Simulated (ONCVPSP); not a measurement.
## An all-electron radial function and its pseudo partner (Al)

Columns: radius, all-electron u(r) and pseudo u(r) of the 2s shell (level -107.50 eV) of aluminium in the configuration [He] 2s2 2p6 3s2 3p1; LDA (Perdew-Zunger), scalar-relativistic, ONCV scheme, ONCVPSP 4.0.1.

```tsv
r (bohr)	all-electron	pseudo
0.057	-0.5942	0.2299
0.115	-0.3826	0.4544
0.172	0.0552	0.6573
0.230	0.4952	0.8381
0.288	0.8445	0.9871
0.345	1.0828	1.0992
0.402	1.2264	1.1757
0.460	1.2945	1.2179
0.518	1.3028	1.2264
0.575	1.2700	1.2063
0.632	1.2102	1.1630
0.690	1.1319	1.1005
0.747	1.0458	1.0266
0.805	0.9544	0.9440
0.862	0.8649	0.8598
0.920	0.7768	0.7747
0.977	0.6948	0.6941
1.035	0.6171	0.6169
1.092	0.5470	0.5469
1.150	0.4819	0.4819
1.208	0.4233	0.4232
1.265	0.3716	0.3715
1.322	0.3255	0.3254
1.380	0.2838	0.2837
1.438	0.2470	0.2470
1.495	0.2151	0.2151
```

Task: How many radial nodes do the two functions have?

Result: The all-electron 2s function has n − l − 1 = 1; the pseudo-wave has 0, since the states of the same l below it are removed with the core.

Task: At about which radius was the pseudo-wave matched?

Result: 1.15 bohr. The columns agree to 0.0005 from 1.03 bohr on; several derivatives are matched, so the curves merge somewhat inside the radius.

Task: Where does each function peak?

Result: Outermost all-electron maximum near 0.52 bohr, pseudo maximum near 0.52 bohr (to the table’s step).

Task: Is the pseudo-wave norm-conserving?

Result: Yes: the ONCV scheme keeps the norm inside the radius equal to the all-electron one, which fixes the energy derivative of the logarithmic derivative at the level.
